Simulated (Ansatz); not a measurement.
Question: Predict a relaxed structure of Si(SH)2Cl2 (SiH2S2Cl2), charge 0, singlet, at PBE-D4/def2-SVP (Ansatz).

Answer: 
Cartesian coordinates in Å:
```
Si 0.123 0.039 0.027
S -1.533 1.244 -0.579
H -1.055 2.349 0.061
S -0.661 -1.946 0.102
H 0.549 -2.511 -0.172
Cl 0.846 0.730 1.847
Cl 1.731 0.094 -1.286
```
Point group C2 (tolerance 0.1 Å). This is one stationary point.
